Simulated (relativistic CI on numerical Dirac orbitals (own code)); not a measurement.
Calculated levels, In3+

Calculated at this level of theory: Dirac-Coulomb-Breit CI, KLI orbitals optimised for each configuration, a model potential for QED, valence Slater integrals scaled by 0.85, P86 correlation energy added to each configuration (own radial code, finite nucleus).

Configurations in the expansion (outside the closed core [Kr]): 4d¹⁰, 4d⁹5s, 4d⁹4f, 4d⁹5p, 4d⁹5d, 4d⁹6s, 4d⁸5s², 4d⁹6p, 4d⁸4f², 4d⁹6d, 4d⁸5s5p, 4d⁹5f, 4d⁹5g, 4d⁹6f, 4d⁹6g, 4d⁸5p². Levels of other configurations are missing.

| No. | Configuration | Term | J | E (cm⁻¹) | % | jj configuration (%) |
| --- | --- | --- | --- | --- | --- | --- |
| 1 | 4d¹⁰ | ¹S | 0 | 0.0 | 100 | closed (100) |
| 2 | 4d⁹5s | ³D | 3 | 136199.4 | 100 | 4d5/2^5 5s (100) |
| 3 | 4d⁹5s | ³D | 2 | 138385.1 | 74 | 4d5/2^5 5s (88) |
| 4 | 4d⁹5s | ³D | 1 | 143103.9 | 100 | 4d3/2^3 4d5/2^6 5s (100) |
| 5 | 4d⁹5s | ¹D | 2 | 146044.8 | 74 | 4d3/2^3 4d5/2^6 5s (88) |
| 6 | 4d⁹5p | ³P° | 2 | 199912.1 | 90 | 4d5/2^5 5p1/2 (77) |
| 7 | 4d⁹5p | ³F° | 3 | 202928.9 | 59 | 4d5/2^5 5p1/2 (95) |
| 8 | 4d⁹5p | ³P° | 1 | 206129.3 | 90 | 4d5/2^5 5p3/2 (53) |
| 9 | 4d⁹5p | ³F° | 4 | 206773.5 | 100 | 4d5/2^5 5p3/2 (100) |
| 10 | 4d⁹5p | ³F° | 2 | 208049.5 | 83 | 4d3/2^3 4d5/2^6 5p1/2 (67) |
| 11 | 4d⁹5p | ³P° | 0 | 210239.2 | 100 | 4d3/2^3 4d5/2^6 5p3/2 (100) |
| 12 | 4d⁹5p | ¹D° | 2 | 211375.9 | 65 | 4d5/2^5 5p3/2 (55) |
| 13 | 4d⁹5p | ³D° | 3 | 211551.0 | 70 | 4d5/2^5 5p3/2 (94) |
| 14 | 4d⁹5p | ¹P° | 1 | 214895.2 | 81 | 4d3/2^3 4d5/2^6 5p1/2 (70) |
| 15 | 4d⁹5p | ³F° | 3 | 215343.6 | 40 | 4d3/2^3 4d5/2^6 5p3/2 (94) |
| 16 | 4d⁹5p | ³D° | 1 | 217114.5 | 74 | 4d3/2^3 4d5/2^6 5p3/2 (76) |
| 17 | 4d⁹5p | ³D° | 2 | 218298.0 | 60 | 4d3/2^3 4d5/2^6 5p3/2 (93) |
| 18 | 4d⁹5d | ³S | 1 | 288004.5 | 79 | 4d5/2^5 5d3/2 (62) |
| 19 | 4d⁸5s² | ³F | 4 | 288333.5 | 88 | 4d5/2^4 (79) |
| 20 | 4d⁹5d | ³G | 4 | 291003.2 | 52 | 4d5/2^5 5d3/2 (95) |
| 21 | 4d⁹5d | ³P | 2 | 291171.4 | 71 | 4d5/2^5 5d3/2 (63) |
| 22 | 4d⁹5d | ³G | 5 | 291280.7 | 100 | 4d5/2^5 5d5/2 (100) |
| 23 | 4d⁹5d | ¹P | 1 | 291521.2 | 50 | 4d5/2^5 5d5/2 (63) |
| 24 | 4d⁹5d | ³D | 3 | 292224.6 | 45 | 4d5/2^5 5d3/2 (71) |
| 25 | 4d⁹5d | ¹D | 2 | 292946.6 | 42 | 4d5/2^5 5d5/2 (55) |
| 26 | 4d⁹5d | ³D | 3 | 293135.7 | 39 | 4d5/2^5 5d5/2 (82) |
| 27 | 4d⁹5d | ³F | 4 | 294206.0 | 69 | 4d5/2^5 5d5/2 (85) |
| 28 | 4d⁹5d | ³P | 0 | 294425.4 | 96 | 4d5/2^5 5d5/2 (54) |
| 29 | 4d⁸5s² | ³F | 3 | 295140.1 | 73 | 4d3/2^3 4d5/2^5 (73) |
| 30 | 4d⁸5s² | ³F | 2 | 296866.4 | 62 | 4d5/2^4 (30) |

Energies count from the lowest computed level; ° marks odd parity. Filled j subshells are mostly left out of the jj labels.

The mean weight of the leading LS term, summed over parents, in these 30 levels is 74 %, and that of the leading jj configuration (from the same eigenvectors) 79 %.

Correlation outside the listed configurations is missing or only estimated: errors of thousands of cm⁻¹ between configurations and terms are usual at this charge. Rates and lifetimes follow the computed energies and can be off by large factors. The fine structure of a lone outer electron comes out too small, for d and f at times inverted, and misplaced configurations move strength between like terms. 46 of the 69 excited levels that our extract of the measured tables holds in this range could be paired (the sources list more); they are missed by 5231 cm⁻¹ on average and 12329 at most, and levels without a partner can miss by more.

LS names give the leading component of a level, which can be under half, so a name can repeat, a term be missing and a line seem to break the LS rules.
